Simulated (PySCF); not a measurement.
These are B3LYP-D3(BJ)/def2-TZVP run with PySCF values and carry that method's errors. Gas-phase values, no solvent. B3LYP has the VWN-RPA correlation part, as in Gaussian. Excitations are Tamm–Dancoff values on a coarser integration grid. The basis has no diffuse functions, so Rydberg states are missing or too high.

Reference species (SMILES): `NB(N)N` (neutral, multiplicity 1).

| Property | Result |
|---|---|
| S1 excitation (TDA) | 5.76 eV |
| brightest of the four lowest singlets (TDA) | 6.86 eV |

Changed species: `BN` (2 of 3 NH2 replaced by H; the reference has 0 of 3 NH2 replaced by H).

Problem. Give the shifts of the S1 excitation (TDA) and brightest of the four lowest singlets (TDA).

Solution. the S1 excitation (TDA) increases by 1.52 eV, to 7.28 eV; the brightest of the four lowest singlets (TDA) goes up by 1.55 eV, to 8.41 eV.
